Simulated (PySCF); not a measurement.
C₇H₄ClFO.
Structure used (PBE0-D3(BJ)/def2-TZVP), in Å, numbered top down from 1:
```
atom  x, y, z in Å
O1     2.966    1.217   -0.373
C2     2.309    0.241   -0.493
F3     2.866   -0.897   -0.957
C4     0.880    0.076   -0.191
C5     0.219   -1.134   -0.379
C6    -1.128   -1.243   -0.084
C7    -1.807   -0.133    0.398
Cl8   -3.484   -0.264    0.764
C9    -1.161    1.081    0.592
C10    0.183    1.180    0.295
H11    0.760   -1.992   -0.757
H12   -1.654   -2.177   -0.226
H13   -1.713    1.931    0.971
H14    0.714    2.114    0.435
```

All values: wB97X-D/pcSseg-2 (PySCF, non-relativistic), on one gas-phase PBE0-D3(BJ)/def2-TZVP geometry that isn't relaxed in the solvent. The solvent is an IEF-PCM continuum (Bondi radii, 1.10 Å for H, scaled by 1.2). Specific hydrogen bonds and non-electrostatic terms are outside this model.

Gas phase at wB97X-D/pcSseg-2: HOMO -9.57 eV, LUMO -0.48 eV, dipole 2.44 D.

Task: What does the continuum do to the energy, the frontier levels and the dipole at wB97X-D/pcSseg-2 in chloroform?

Result: 
| solvent | ε | E(solvent) − E(gas) (kcal/mol) | polarisation term (kcal/mol) | distortion of the solute (kcal/mol) | HOMO (eV) | LUMO (eV) | dipole (D) |
| --- | --- | --- | --- | --- | --- | --- | --- |
| chloroform | 4.711 | -3.64 | -4.02 | 0.38 | -9.40 | -0.35 | 2.86 |

Polarisation term: ½ Σ q·V over the induced surface charges. Distortion: the rise of the solute's own energy as its density leaves the gas-phase optimum.

Task: Which radius a makes the point-dipole formula ΔE = −[(ε − 1)/(2ε + 1)]·μ²/a³ give the value in chloroform, with the gas-phase dipole?

Result: μ = 0.958 au and |ΔE| = 0.00580 Eh give a = 2.03 Å; the farthest nucleus lies 3.57 Å from the centroid of the nuclei, so such a sphere wouldn't even hold the nuclei. The formula assumes a rigid point dipole at the centre of a sphere.

Task: Give the dipole vector in the frame of the coordinates (D, pointing from negative to positive charge), gas and chloroform.

Result: Gas (-2.27, -0.81, 0.32), solvent (-2.64, -1.03, 0.35). Its length changes by +17 % and its direction by 2°.

wB97X-D is run here without its empirical dispersion term; that term would change no orbital, density or response property at a fixed geometry.
